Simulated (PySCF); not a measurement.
## PW91 on Ca⁻ (calcium, charge -1)

Configuration: [Ar] 3d1 4s2, 2D determinant. All numbers are calculated (PySCF 2.14, the non-relativistic Hamiltonian (point nucleus), in def2-QZVPPD (11s6p4d3f, 70 functions)).

* Total energy: -677.539 hartree
* One-electron energy: -931.508 hartree
* Hartree (Coulomb) energy: 290.166 hartree
* Exchange-correlation energy: -36.198 hartree
* Kinetic energy: 675.96931 hartree
* ⟨S²⟩: 0.7684
* ⟨L²⟩: 6.068
* Sum of ⟨r⟩: 26.70 bohr
* Sum of ⟨r²⟩: 93.77 bohr²
* Traceless quadrupole moment −½Σ⟨3z² − r²⟩ along its main axis: 4.45 e·bohr²
* Density at the nucleus (Gaussians lack the cusp): 5280 bohr⁻³
* Spin density at the nucleus: -0.0533 bohr⁻³
* Langevin diamagnetic susceptibility: -74.3 ×10⁻⁶ cm³/mol

| shell | electrons | mean orbital energy (eV) | spread (eV) | rms radius, mean of both spins (bohr) |
| --- | --- | --- | --- | --- |
| 1s β | 1 | -3923.8 | 0 | 0.0896 |
| 1s α | 1 | -3923.8 | 0 | 0.0896 |
| 2s α | 1 | -404.26 | 0 | 0.399 |
| 2s β | 1 | -404.20 | 0 | 0.399 |
| 2p α | 3 | -328.27 | 0.096 | 0.365 |
| 2p β | 3 | -328.23 | 0.150 | 0.365 |
| 3s α | 1 | -40.176 | 0 | 1.25 |
| 3s β | 1 | -39.892 | 0 | 1.25 |
| 3p α | 3 | -21.669 | 0.134 | 1.40 |
| 3p β | 3 | -21.372 | 0.490 | 1.40 |
| 4s α | 1 | 0.589 | 0 | 5.32 |
| 4s β | 1 | 0.813 | 0 | 5.32 |
| 3d α | 1 | 2.906 | 0 | 4.59 |

The configuration of this anion was assumed by filling the next shell in order. It is not the known or likely ground configuration (Ca⁻, Sr⁻ and Ba⁻, for instance, bind a p electron), so these values are not the electron affinity of the element. At PW91 the highest occupied level has a positive energy, so only the finite basis holds that electron.
